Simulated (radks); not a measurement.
Effect of the nuclear size on the bromine ion Br2+, [Ar] 3d10 4s2 4p3. All-electron calculation, Dirac Kohn-Sham, exchange-only LDA, spin-unpolarised, spherical densities, finite nucleus; open shells are shared between the two j in proportion to 2j + 1; Fermi nuclear charge, rms radius 4.1629 fm. Program: a radial shooting solver on a logarithmic mesh with Libxc functionals. The rms radius is varied about that value; shifts are against it.

[
 {"rms radius (fm)": "3.3428", "total energy shift (eV)": "-0.192", "density at nucleus (e/bohr^3)": "4.49e+04", "1s1/2 shift (meV)": "-81.6", "2s1/2 shift (meV)": "-8.17", "3p1/2 shift (meV)": "0.131", "4s1/2 shift (meV)": "-0.143"},
 {"rms radius (fm)": "4.0214", "total energy shift (eV)": "-0.0359", "density at nucleus (e/bohr^3)": "4.428e+04", "1s1/2 shift (meV)": "-15.3", "2s1/2 shift (meV)": "-1.53", "3p1/2 shift (meV)": "0.025", "4s1/2 shift (meV)": "-0.027"},
 {"rms radius (fm)": "4.1629", "total energy shift (eV)": "0", "density at nucleus (e/bohr^3)": "4.416e+04", "1s1/2 shift (meV)": "0.000", "2s1/2 shift (meV)": "0.000", "3p1/2 shift (meV)": "0.000", "4s1/2 shift (meV)": "0.000"},
 {"rms radius (fm)": "4.3211", "total energy shift (eV)": "0.0415", "density at nucleus (e/bohr^3)": "4.404e+04", "1s1/2 shift (meV)": "17.6", "2s1/2 shift (meV)": "1.77", "3p1/2 shift (meV)": "-0.028", "4s1/2 shift (meV)": "0.031"},
 {"rms radius (fm)": "4.9205", "total energy shift (eV)": "0.212", "density at nucleus (e/bohr^3)": "4.361e+04", "1s1/2 shift (meV)": "89.9", "2s1/2 shift (meV)": "9.01", "3p1/2 shift (meV)": "-0.145", "4s1/2 shift (meV)": "0.158"}
]

Slopes of the eigenvalues against <r^2> in GHz/fm^2, as finite differences over the two radii next to the reference (eigenvalue slopes, not the field-shift constants of lines): 1s1/2 3180, 2s1/2 319, 3p1/2 -5.12, 4s1/2 5.58.
